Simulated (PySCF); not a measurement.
CH3F2GaO, SMILES [F][Ga]([O]C)[F].

Coordinates come from a ωB97X-D3(BJ)/def2-SVP optimisation. Other conformers were not sampled.

These are PBE/def2-TZVP (PySCF) values and carry that method's errors.

Gas-phase values at a fixed geometry.

Estimate the frontier levels, gap, dipole moment and polarisability. (Estimate from the structure and the level; the computed values follow.)


```
Quantity                                                                                                       Result
---------------------------------------------------------------------------------------------  ----------------------
highest occupied level                                                                                       -7.16 eV
lowest empty level                                                                                           -2.73 eV
orbital gap                                                                                                   4.43 eV
dipole moment                                                                                                  2.15 D
quadrupole, principal values (traceless, Buckingham form, about the centre of nuclear charge)   -7.72, 1.35, 6.37 D·Å
mean static polarisability                                                                       41.6 bohr³ (6.16 Å³)
polarisability, principal values                                                               33.2, 38.6, 53.0 bohr³
```
